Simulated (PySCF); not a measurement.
Species: C₆H₉P.
Numbering: `[CH3:1][P:2]1[CH:3]=[CH:4][CH2:5][CH:6]=[CH:7]1`

Cartesian coordinates in Å at the GFN2-xTB level; atoms count from 1:
```xyz
16
C6H9P angstrom
C      2.4661   -0.3131    0.2182
P      0.8778    0.1201    1.0792
C     -0.1423   -1.2596    0.4866
C     -1.3744   -1.0769    0.0343
C     -2.0110    0.2767   -0.0924
C     -1.0195    1.3192   -0.5205
C      0.2415    1.3312   -0.1136
H      2.2940   -0.5304   -0.8345
H      2.9064   -1.1813    0.7054
H      3.1564    0.5234    0.3131
H      0.2916   -2.2472    0.5721
H     -1.9744   -1.9170   -0.2902
H     -2.8390    0.2353   -0.8029
H     -2.4299    0.5635    0.8799
H     -1.3851    2.0671   -1.2118
H      0.9341    2.0980   -0.4343
```

NICS is the negative of the GIAO shielding at a point without a nucleus: at the ring centre (0) and 1 Å above and below it (1); zz is the component along the ring normal. Level: GIAO PBE0/pcSseg-1 (PySCF, non-relativistic, gas phase) on the GFN2-xTB geometry, one conformer.

Ring bond lengths (Å), with Mayer bond orders in brackets: P2–C3 1.815 (0.94), C3–C4 1.325 (1.91), C4–C5 1.501 (1.05), C5–C6 1.501 (1.05), C6–C7 1.325 (1.91), C7–P2 1.815 (0.94).

**Question.** What do the NICS probes read (ppm)?

**Answer.** 
| ring | type | NICS(0) | NICS(1), two faces | NICS(1)zz, two faces | rms pucker (Å) | centre to ring atoms, mean (Å) |
| --- | --- | --- | --- | --- | --- | --- |
| P2–C3–C4–C5–C6–C7 | 6-membered ring with P; formal bonds 2 double, 4 single | -2.6 | -2.5 / -5.2 | -1.9 / -5.6 | 0.24 | 1.51 |

**Question.** What can be read from them?

**Answer.** 
- P2–C3–C4–C5–C6–C7: mean NICS(1)zz -3.7 ppm, shielded. C5 has four or more neighbours, and the NICS criterion for π rings isn't applied. The two faces differ by 3.7 ppm, so no symmetry operation interchanges them.

**Question.** Give the inner angles of the rings and the Hirshfeld charges of the ring atoms.

**Answer.** 
- P2–C3–C4–C5–C6–C7: P2 95.5° (+0.151 e), C3 121.9° (-0.111 e), C4 123.2° (-0.047 e), C5 111.7° (-0.072 e), C6 123.2° (-0.047 e), C7 122.0° (-0.111 e); sum 697.5° against 720° for a flat convex ring.

**Question.** What are the shieldings of the ring atoms and their hydrogens in the same run (means over atoms taken as equivalent)?

**Answer.** 
```tsv
atoms	environment	σ isotropic (ppm)	principal values of the symmetric part, first atom (ppm)
P2	phosphine phosphorus	402.6	274.3, 431.4, 502.1
C3 (×2)	alkene CH carbon	47.3	-65.0, 50.7, 156.3
C4 (×2)	alkene CH carbon	51.9	-59.2, 47.9, 167.0
C5	allylic carbon	153.8	135.9, 161.1, 164.5
H11 (×2)	vinylic hydrogen	25.32	23.7, 24.4, 27.8
H12 (×2)	vinylic hydrogen	25.27	22.4, 25.4, 28.0
H13 (×2)	methylene hydrogen	28.91	23.8, 27.7, 34.1
```
